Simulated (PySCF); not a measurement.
C₂H₆Te, SMILES C[Te]C. Atoms are numbered in the order given.

```xyz
9

C      1.5869     0.0000    -1.0854
Te     0.0000     0.0000     0.4026
C     -1.5869     0.0000    -1.0854
H      1.5122     0.9031    -1.7049
H      2.5436     0.0000    -0.5457
H      1.5122    -0.9031    -1.7049
H     -1.5122     0.9031    -1.7049
H     -2.5436     0.0000    -0.5457
H     -1.5122    -0.9031    -1.7049
```
Charge 0, spin multiplicity 1.

The structure is a stationary point at B3LYP-D3(BJ)/def2-SVP. The def2 effective core potentials stand for the cores of Te; spin–orbit coupling is left out.

Method: PBE/def2-TZVPD in PySCF.

Mulliken values depend strongly on the basis, most of all with diffuse functions as here. ESP charges are fitted to the potential on shells at 1.4 to 2.0 van der Waals radii. Atomic charges (e):

```tsv
atom	Mulliken	ESP fit
C1	-0.72	-0.68
Te2	0.13	0.00
C3	-0.72	-0.68
H4	0.22	0.22
H5	0.20	0.23
H6	0.22	0.22
H7	0.22	0.22
H8	0.20	0.23
H9	0.22	0.22
```
